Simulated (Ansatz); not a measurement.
Rb4I3. Total charge 0; doublet. Geometry PBE0-D4/def2-SVP, basis def2-TZVP, Ansatz.

Cartesian coordinates in Å:
```
Rb 1.134 -1.902 1.555
Rb -0.086 2.104 1.645
Rb 0.554 0.399 -5.024
Rb -2.604 -0.758 -1.818
I 2.460 0.649 3.432
I 0.838 0.268 -1.445
I -2.297 -0.760 1.654
```

```json
{"run": "A", "HOMO (eV)": "-2.54", "LUMO (eV)": "-1.72"}
{"run": "B", "HOMO (eV)": "-2.94", "LUMO (eV)": "-1.46"}
{"run": "C", "HOMO (eV)": "-2.43", "LUMO (eV)": "-2.02"}
{"run": "D", "HOMO (eV)": "-4.21", "LUMO (eV)": "-0.21"}
{"run": "E", "HOMO (eV)": "-2.56", "LUMO (eV)": "-2.02"}
```

In the def2 sets I, Rb take a core potential; there is no spin–orbit coupling. LC-ωPBE has ω = 0.4 bohr⁻¹. Another isomer (doublet) lies 0.43 eV lower at PBE0-D4/def2-TZVP; other spin states weren't run for this one.

HOMO and LUMO are taken over both spins.

Q: The runs used BLYP, LC-ωPBE, PBE, PBE0, r2SCAN. Estimate which is which.

A: A r2SCAN (0 % exact exchange); B PBE0 (25 % exact exchange); C BLYP (0 % exact exchange); D LC-ωPBE (range-separated); E PBE (0 % exact exchange). Exact exchange lowers occupied and raises empty levels; among semilocal functionals meta-GGAs tend to open the gap a little, and such runs are hard to tell apart. The gap grows from 0.41 eV (BLYP) to 3.99 eV (LC-ωPBE).
